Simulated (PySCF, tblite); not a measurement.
Species: C9H11NS.
Cartesian coordinates in Å at the GFN2-xTB level; atoms count from 1:
```xyz
22
C9H11NS angstrom
N      1.2519    3.0296    1.5962
C      1.3343    1.9993    1.0933
C      1.4563    0.7487    0.4788
C      0.4035    0.0289    0.0416
C     -1.0245    0.4042    0.1330
C     -1.8860    0.2581   -1.1404
C     -2.9799   -0.4208   -0.3055
C     -1.9715   -0.5936    0.8374
S      0.8616   -1.5005   -0.6775
C      2.6410   -1.0631   -0.6427
C      2.8107    0.1036    0.3276
H     -1.1013    1.4055    0.5628
H     -1.4321   -0.4186   -1.8622
H     -2.1535    1.1887   -1.6355
H     -3.3971   -1.3367   -0.7162
H     -3.7909    0.2570   -0.0490
H     -2.3025   -0.3055    1.8323
H     -1.5489   -1.5958    0.8725
H      2.9172   -0.7880   -1.6614
H      3.2006   -1.9476   -0.3474
H      3.1504   -0.2488    1.3073
H      3.5501    0.8147   -0.0459
```

Computed, not measured: PBE0/pcSseg-1 in PySCF (dipole) on a GFN2-xTB geometry, gas phase.

Take the most abundant isotopes and a rigid rotor. The values belong to one conformer with, in the numbering `[N:1]#[C:2][C:3]1=[C:4]([CH:5]2[CH2:6][CH2:7][CH2:8]2)[S:9][CH2:10][CH2:11]1`, C3–C4–C5–C6 132°, C4–C5–C6–C7 134°, C5–C6–C7–C8 -14°, C6–C7–C8–C5 14°, C3–C4–S9–C10 -9°.

Problem. What are A, B and C (cm⁻¹)?

Solution. Ia = 390.85, Ib = 606.62, Ic = 910.52 u·Å²; 505379 MHz·u·Å²/I gives 1293, 833.1 and 555.0 MHz, that is A = 0.04313, B = 0.02779, C = 0.01851 cm⁻¹.

Problem. What kind of rotor is it?

Solution. An asymmetric top; Ray's κ = -0.246.

Problem. Is it planar, by Δ = Ic − Ia − Ib?

Solution. Not planar: Δ = Ic − Ia − Ib = -86.94 u·Å². For a rigid frame Δ = −2 Σ m c², so Σ m c² = 43.47 u·Å² lies off the ab plane: 15.00 from hydrogen and 28.47 from heavier atoms. The atom farthest from that plane is 1.94 Å away.

Problem. Give the other two planar moments, Paa and Pbb, and the rms extents of the mass along the axes.

Solution. Paa = Σ m a² = (Ib + Ic − Ia)/2 = 563.15 and Pbb = Σ m b² = (Ia + Ic − Ib)/2 = 347.38 u·Å². With the mass M = 165.06 u, the rms extents √(P/M) along a, b and c are 1.85, 1.45, 0.51 Å.

Problem. Which lines would a microwave search look for?

Solution. The dipole components are |μa| = 0.52 D, |μb| = 3.80 D, |μc| = 0.05 D. The squared components, which scale the intensities, stand as 0.02 : 1.00 : 0.00 (a : b : c). Some lines, for components of 0.1 D or more:

| type | branch | J(Ka,Kc) | MHz | lower level (cm⁻¹) |
| --- | --- | --- | --- | --- |
| a | Q | 2(1,1) ← 2(1,2) | 834 | 0.145 |
| b | Q | 2(1,1) ← 2(0,2) | 1109 | 0.136 |
| b | Q | 3(2,1) ← 3(1,2) | 1448 | 0.323 |
| b | Q | 2(2,0) ← 2(1,1) | 1473 | 0.173 |
| b | R | 1(1,1) ← 0(0,0) | 1848 | 0.000 |
| a | Q | 4(1,3) ← 4(1,4) | 2645 | 0.430 |
| b | R | 3(1,2) ← 2(2,1) | 3130 | 0.219 |
| b | Q | 4(3,2) ← 4(2,3) | 3260 | 0.540 |
| b | Q | 4(2,3) ← 4(1,4) | 3304 | 0.430 |
| b | R | 3(0,3) ← 2(1,2) | 3570 | 0.145 |
| a | R | 3(1,3) ← 2(1,2) | 3696 | 0.145 |
| a | R | 3(0,3) ← 2(0,2) | 3845 | 0.136 |
| a | R | 3(2,2) ← 2(2,1) | 4164 | 0.219 |
| b | R | 4(1,3) ← 3(2,2) | 4819 | 0.358 |
| b | R | 4(1,4) ← 3(0,3) | 4983 | 0.264 |
| a | R | 4(2,3) ← 3(2,2) | 5478 | 0.358 |
| a | R | 4(3,2) ← 3(3,1) | 5693 | 0.459 |
| b | R | 4(2,3) ← 3(1,2) | 6513 | 0.323 |
| b | R | 3(2,1) ← 2(1,2) | 6791 | 0.145 |
| b | R | 4(3,1) ← 3(2,2) | 8874 | 0.358 |
| b | R | 4(2,2) ← 3(1,3) | 9187 | 0.268 |

Problem. Estimate the classical rotational partition function at 25 K, 200 K and 500 K.

Solution. Point group C1, symmetry number σ = 1; q = (√π/σ)·√((kT/h)³/(ABC)), k/h = 20836.6 MHz/K: 27300 at 25 K, 617000 at 200 K, 2440000 at 500 K.

Its GFN2-xTB frequencies are all real (lowest 24 cm⁻¹). No vibrational averaging or centrifugal distortion is included, and the geometry carries the error of its method. Quadrupole hyperfine structure (14N) is left out.
